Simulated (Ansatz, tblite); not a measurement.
Removing an electron: Cu6P⁻ (the lowest singlet isomer of a short search). Charge -1, multiplicity 1. Geometry: PBE0-D4/def2-SVPD. Ansatz, gas phase; energy differences of separate SCF runs; the oxidised species was run as a doublet alone.

```xyz
7

P    -0.150    1.279    1.922
Cu   -2.027   -0.185   -1.473
Cu   -0.635    1.529   -0.266
Cu    1.353    0.062    0.821
Cu    2.329   -1.612   -0.653
Cu    0.284   -0.586   -1.237
Cu   -1.153   -0.487    0.885
```

The xTB rows come from tblite. LC-ωPBE has ω = 0.4 bohr⁻¹. The structure comes from a short search, and lower isomers may exist.

```
             level  −HOMO (eV)  vertical IE (eV)  −LUMO (eV)  HOMO–LUMO gap (eV)                                     remarks
          GFN1-xTB        6.20              8.50        5.26                0.94                                           –
PBE0-D4/def2-TZVPD        1.14              2.38       -1.30                2.44  restricted SCF unstable in HF (-1 singlet)
LC-ωPBE/def2-TZVPD        2.94              2.15       -2.87                5.81  restricted SCF unstable in HF (-1 singlet)
```

Problem. Estimate the rows for GFN2-xTB, PBE-D4/def2-TZVPD.

Solution. 
```tsv
level	−HOMO (eV)	vertical IE (eV)	−LUMO (eV)	HOMO–LUMO gap (eV)	remarks
GFN2-xTB	3.87	6.00	1.77	2.10	–
PBE-D4/def2-TZVPD	0.54	2.54	-0.58	1.12	restricted SCF unstable in HF (-1 singlet)
```

  Raw xTB energy differences between charge states are shifted by several eV; the methods need an empirical correction for them.
